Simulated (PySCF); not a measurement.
Species: C₃H₅AlCl₂.
Geometry (PBE0-D3(BJ)/def2-SVP, Å), atoms numbered from 1 in this order:
```xyz
11
C3H5AlCl2 angstrom
C     -1.9728   -0.1457    0.2524
C     -0.5022   -0.4292    0.1513
Cl    -0.1160   -2.1358    0.0573
C      0.4795    0.4865    0.1247
Al     2.3776    0.1606   -0.0280
Cl     3.5654    1.9057   -0.1562
H     -2.5698   -1.0648    0.2321
H     -2.2907    0.4973   -0.5826
H     -2.1907    0.3929    1.1876
H      0.1224    1.5243    0.1821
H      3.1359   -1.2179   -0.0818
```

Method: PySCF 2.14.0, PBE0-D3(BJ)/def2-SVP geometry optimisation, gas phase.

Q: Which atoms are bound to Al5, and at what distances?

A: 3 atoms: H11 1.574 Å, C4 1.932 Å, Cl6 2.115 Å. The nearest atom not counted as bound is H10, at 2.64 Å.

Q: List the angles at Al5.

A: 
```
      angle  degrees  distance of the outer atoms (Å)
 C4–Al5–H11    128.6                             3.16
Cl6–Al5–H11    116.7                             3.15
 C4–Al5–Cl6    114.7                             3.41
```

Q: What is the shape at Al5?

A: Planar: angles 128.6°, 116.7° and 114.7°, sum 360.0°, 0.01 Å off the plane of its three neighbours.

Q: What are the other bond lengths?

A: C1–C2 1.501 Å; C2–Cl3 1.752 Å; C2=C4 1.343 Å; C1–H7, C1–H8, C1–H9 1.099 Å; C4–H10 1.099 Å.

Q: Give some angles away from the centre.

A: C1–C2–Cl3 113.8°, C1–C2–C4 126.1°, Cl3–C2–C4 120.1°, C2–C4–Al5 127.2°.

Q: What are the rotational constants (commonest isotopes, rigid rotor)?

A: A = 4428, B = 735.2, C = 633.2 MHz: a near-prolate asymmetric top.

Point group: near Cs, missed by 0.15 Å at most; the miss may be what the optimiser left on a soft mode. Charge 0, singlet. Not checked by PBE0-D3(BJ)/def2-SVP frequencies.

Time: 69 s of wall time; peak memory 0.49 GiB. Hardware: one thread, Arm Neoverse V1 (aarch64) (shared host). These figures are those of the optimisation.

One conformer stands for the species.
